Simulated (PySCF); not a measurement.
## Calculated data, ClH$_{5}$OSi$_{2}$

Calculation on a computer-drawn molecule: the log of a Hartree-Fock and frozen-core CCSD(T) single point meant for a local Hartree-Fock minimum, with one planted fault or none, to be diagnosed. Offsets are logged minus clean, where the clean run is the same molecule without the fault. The reference is restricted for singlets and unrestricted otherwise, and also for a bond in bohr or an excited solution. Adding or removing an electron swaps singlet and doublet. The excited solution moves the top pair (singlet) or top alpha electron (doublet) to the lowest empty orbital. Highest occupied and lowest empty are orbital energies over both spins, largest force is the largest gradient component, triples share is (T) over the correlation energy, the T1 limit is 0.02 restricted and 0.045 unrestricted, electrons count all cores, a negative frequency is imaginary (commonest isotopes), and the dipole is about the centre of nuclear charge. Program: PySCF 2.14.0.

```xyz
9
formula=ClH5OSi2 meant_charge=0 meant_multiplicity=1 meant_basis=cc-pV(D+d)Z logged_electrons=58 logged_basis_functions=108 logged_SCF_converged=yes logged_spin_squared=0 logged_highest_occupied=-10.676 logged_lowest_empty=2.1084 logged_largest_force=0.051485 logged_T1_diagnostic=0.012602 logged_D1_diagnostic=0.036026 logged_triples_share=0.024512 logged_CC_converged=yes logged_dipole_magnitude=2.5508 logged_SCF_stable_within_its_kind=yes logged_energy_HF=-1115.21275 logged_energy_CCSD(T)=-1115.80877 possible_faults=no_fault,one_electron_removed,one_electron_added,multiplicity_raised_by_two,geometry_at_a_saddle_point,SCF_held_on_an_excited_solution,minimal_basis_STO-3G,one_bond_length_entered_in_bohr,all_coordinates_scaled planted_fault=all_coordinates_scaled,by_+6.3_% HF_energy_offset_from_clean_run=18.88 CCSD(T)_energy_offset_from_clean_run=13.83
O     -0.1905    -0.4986    -2.7071
Si    -1.4431    -0.6743    -1.4831
Si    -0.9192     0.7032     0.5519
Cl    -2.4908     0.3035     2.0692
H      0.6923    -0.9627    -2.5858
H     -1.6004    -2.1775    -1.0399
H     -2.7765    -0.1665    -2.1314
H     -0.9266     2.2462     0.2655
H      0.4602     0.3145     1.1976
```

Units: logged_highest_occupied, logged_lowest_empty in eV; logged_largest_force in hartree/bohr; logged_dipole_magnitude in debye; logged_energy_HF, logged_energy_CCSD(T) in hartree; HF_energy_offset_from_clean_run, CCSD(T)_energy_offset_from_clean_run in kcal/mol.

Drawn bonds:
```csv
atom,other atom,order
1,2,1
2,3,1
3,4,1
1,5,1
2,6,1
2,7,1
3,8,1
3,9,1
```
